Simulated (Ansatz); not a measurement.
A structure relaxed at PBE-D4/def2-SVP in Ansatz, charge 0, singlet:

```xyz
47

Si    1.2549    3.2654    2.0344
Si   -0.5806    3.8198   -1.2028
Si    2.9933   -0.1307    2.7202
Si    1.0330    0.4255   -0.5117
Si    2.8470   -2.8721    0.1473
Si   -0.3924   -1.9683    2.1187
Si    0.9580   -2.3002   -3.1885
Si   -2.1171    1.4009    1.4396
Si   -2.2667   -1.4002   -1.1908
Si   -0.7281    0.9960   -3.8540
Si    2.0875    1.8142    3.6924
Si   -0.1422    2.2106    0.4595
Si   -1.7416    2.9720   -3.0689
Si   -1.6615   -0.2298    3.0797
Si    1.5799   -1.1525    1.1382
Si   -0.2909   -0.5860   -2.1655
Si    1.7820   -3.9100   -1.6794
Si   -1.8082   -2.9600    0.5159
Si   -3.4888    0.3236   -0.1460
H     0.5254    4.4211    2.6731
H     2.4357    3.8243    1.2775
H     0.7539    4.3344   -1.6866
H    -1.3351    4.9811   -0.6046
H     4.2585    0.2635    1.9966
H     3.3641   -1.1244    3.7929
H     2.3041    0.9492   -1.1415
H     4.1246   -2.2473   -0.3596
H     3.2157   -3.9007    1.1874
H    -0.0321   -2.9835    3.1790
H     2.1441   -1.6476   -3.8572
H     0.1312   -2.9663   -4.2602
H    -2.8673    2.5558    2.0627
H    -3.1132   -2.0493   -2.2617
H     0.6002    1.3721   -4.4654
H    -1.5746    0.3708   -4.9348
H     3.1697    2.5252    4.4701
H     0.9915    1.4478    4.6560
H    -1.7239    4.0055   -4.1703
H    -3.1778    2.7071   -2.7070
H    -0.9612    0.3688    4.2715
H    -2.9764   -0.8082    3.5496
H     0.6586   -4.7850   -1.1933
H     2.7792   -4.7905   -2.3950
H    -1.2088   -4.2250   -0.0407
H    -3.1116   -3.3166    1.1929
H    -4.0361    1.2999   -1.1544
H    -4.6558   -0.3003    0.5844
```

Question: Give its formula and point group.

Answer: Si₁₉H₂₈, a nanocrystal cut from cubic silicon. Point group C3v (tolerance 0.1 Å).

Question: Summarise the bond lengths by kind (pairs closer than 1.2 times the sum of covalent radii, bridged metal pairs left out).

Answer: 24 × Si–Si 2.35 to 2.36 Å; 28 × H–Si 1.50 to 1.51 Å.

Single mean-field runs in def2-SVP are fitted with def2-universal-jkfit.
